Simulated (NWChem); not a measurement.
System: C3H3N2, doublet; SMILES C1=CN=C[N]1

Program: NWChem. Pople sets run with spherical d functions. Spin-unrestricted. In the optimisation the excess spin sits in b2 (C2v, its own frame). Geometry: optimised at PBE-D3(BJ)/def2-SVP, spin-unrestricted. No stability test was run on the SCF state. Level TPSS/6-31G*: single points from the atomic guess with DIIS by default; each run changes one setting, and all converged runs end within 0.3 mHa of each other.

```csv
setting,SCF iterations
defaults,11
DIIS on 20 Fock matrices,9
DIIS on 3 Fock matrices,11
no level shifting,11
```
